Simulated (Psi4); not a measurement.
C₄H₈ (SMILES CC1CC1), singlet, geometry from GFN2-xTB; DLPNO-MP2/def2-SVP run with Psi4 1.11.

Here is a job for Psi4.
```
memory 2 GB

molecule mol {
0 1
C     1.536347    0.137752    0.145122
C     0.193483   -0.179740   -0.462145
C    -0.916156   -0.691991    0.404513
C    -0.986708    0.693787   -0.163987
H     2.149438   -0.760224    0.207844
H     1.415843    0.542730    1.147253
H     2.066397    0.870880   -0.461298
H     0.256510   -0.587666   -1.464328
H    -1.580161   -1.445125    0.008177
H    -0.726248   -0.796393    1.462120
H    -1.699127    0.891617   -0.950446
H    -0.844450    1.525328    0.509659
}

set {
  basis def2-svp
  reference rhf
  freeze_core true
}

energy('dlpno-mp2')
print_variables()
```

It wrote (shortened):

```
    SCF Algorithm Type (re)set to DF.

   => Loading Basis Set <=

    Name: DEF2-SVP
    Role: ORBITAL
    Keyword: BASIS

         ---------------------------------------------------------
                                   SCF
               by Justin Turney, Rob Parrish, Andy Simmonett
                          and Daniel G. A. Smith
                              RHF Reference
         ---------------------------------------------------------

  ==> Geometry <==

    Molecular point group: c1
    Full point group: C1

    Geometry (in Angstrom), charge = 0, multiplicity = 1:

       Center              X                  Y                   Z               Mass
    ------------   -----------------  -----------------  -----------------  -----------------
         C            1.554720782721     0.142019907943     0.153244910047    12.000000000000
         C            0.211856782721    -0.175472092057    -0.454022089953    12.000000000000
         C           -0.897782217279    -0.687723092057     0.412635910047    12.000000000000
         C           -0.968334217279     0.698054907943    -0.155864089953    12.000000000000
         H            2.167811782721    -0.755956092057     0.215966910047     1.007825032230
         H            1.434216782721     0.546997907943     1.155375910047     1.007825032230
         H            2.084770782721     0.875147907943    -0.453175089953     1.007825032230
         H            0.274883782721    -0.583398092057    -1.456205089953     1.007825032230
         H           -1.561787217279    -1.440857092057     0.016299910047     1.007825032230
         H           -0.707874217279    -0.792125092057     1.470242910047     1.007825032230
         H           -1.680753217279     0.895884907943    -0.942323089953     1.007825032230
         H           -0.826076217279     1.529595907943     0.517781910047     1.007825032230

  Running in c1 symmetry.

  Rotational constants: A =      0.52561  B =      0.21350  C =      0.18770 [cm^-1]
  Rotational constants: A =  15757.28854  B =   6400.60003  C =   5627.08192 [MHz]
  Nuclear repulsion =  124.791886492980638

  Charge       = 0
  Multiplicity = 1
  Electrons    = 32
  Nalpha       = 16
  Nbeta        = 16

  ==> Algorithm <==

  SCF Algorithm Type is DF.
  DIIS enabled.
  MOM disabled.
  Fractional occupation disabled.
  Guess Type is SAD.
  Energy threshold   = 1.00e-08
  Density threshold  = 1.00e-08
  Integral threshold = 1.00e-12

  ==> Primary Basis <==

[...]
  @DF-RHF Final Energy:  -155.98691827008702
    Total Energy =                       -155.9869182700870169
[...]

    Boys Localizer converged.

  ==> Forming Local MO Domains <==

    Auxiliary BFs per Local MO:
      Average =  240 AUX BFs (8 atoms)
      Min     =  152 AUX BFs (6 atoms)
      Max     =  290 AUX BFs (11 atoms)

    Projected AOs per Local MO:
      Average =   91 PAOs (11 atoms)
      Min     =   81 PAOs (9 atoms)
      Max     =   96 PAOs (12 atoms)

    Local MOs per Local MO:
      Average =   12 LMOs
      Min     =   12 LMOs
      Max     =   12 LMOs

    Screened 0 of 144 LMO pairs (0.00 %)
             0 pairs met overlap criteria
             12 pairs met energy criteria

    Screened LMO pair energy =  0.000000000000

  ==> Merging LMO Domains into LMO Pair Domains <==

    Auxiliary BFs per Local MO pair:
      Average =  279 AUX BFs (10 atoms)
      Min     =  152 AUX BFs (6 atoms)
      Max     =  304 AUX BFs (12 atoms)

    Local MOs per Local MO pair:
      Average =   12 LMOs
      Min     =   12 LMOs
      Max     =   12 LMOs

    Projected AOs per Local MO pair:
      Average =   95 PAOs (11 atoms)
      Min     =   81 PAOs (9 atoms)
      Max     =   96 PAOs (12 atoms)

    Coefficient sparsity in AO -> LMO transform:   0.00 %
    Coefficient sparsity in AO -> PAO transform:   0.00 %
    Coefficient sparsity in combined transforms:   0.00 %

    Storing transformed LMO/PAO integrals in sparse format.

  ==> Transforming 3-Index Integrals to LMO/PAO basis <==

  ==> Forming Pair Natural Orbitals <==

    Natural Orbitals per Local MO pair:
      Avg:  41 NOs
      Min:  32 NOs
      Max:  55 NOs

    PNO truncation energy = -0.000036754270

  ==> Local MP2 <==

    E_CONVERGENCE = 1.00e-06
    R_CONVERGENCE = 1.00e-06

                     Corr. Energy    Delta E     Max R
  @LMP2 iter   0:  -0.560343377125 -5.603e-01  4.478e-04
  @LMP2 iter   1:  -0.565862918316 -5.520e-03  1.446e-04
  @LMP2 iter   2:  -0.566061321291 -1.984e-04  2.759e-05
  @LMP2 iter   3:  -0.566072820657 -1.150e-05  6.032e-06
  @LMP2 iter   4:  -0.566073136326 -3.157e-07  7.273e-07

  Total DLPNO-MP2 Correlation Energy:  -0.566109890596
    MP2 Correlation Energy:            -0.566073136326
    LMO Truncation Correction:          0.000000000000
    PNO Truncation Correction:         -0.000036754270

  Variable Map:
  ----------------------------------------------------------------------------
[...]
  Array Variable Map:
  ----------------------------------------------------------------------------
[...]
[...]
```
